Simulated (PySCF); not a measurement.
Working out the ionisation energy of Sn

Sn [Kr] 4d10 5s2 5p2 (3P) → Sn⁺ [Kr] 4d10 5s2 5p1 (2P). Computed with PySCF 2.14 in aug-cc-pwCVDZ-PP with ECP28MDF, with a scalar-relativistic core potential. Frozen: nothing. Energies in hartree (1 hartree = 27.21139 eV):

| part | Sn (lower) | Sn⁺ (upper) |
| --- | --- | --- |
| UHF | -213.335733 | -213.083772 |
| CCSD correlation | -0.405406 | -0.394977 |
| (T) | -0.007422 | -0.007061 |

Task: What does Hartree-Fock give?

Result: (-213.083772) − (-213.335733) = 0.251961 hartree = 6.856 eV.

Task: What do CCSD and CCSD(T) give?

Result: The CCSD correlation energies differ by 0.010429 hartree = 0.284 eV and the triples by 0.000361 hartree = 0.010 eV, so CCSD gives 7.140 eV and CCSD(T) 7.150 eV.

Measured between the centres of the two terms (NIST): 7.389 eV, so CCSD(T) (valence and next inner shell) is off by -0.239 eV.

A double-zeta basis recovers only part of the correlation energy.

What remains against the reference includes basis incompleteness and higher excitations.
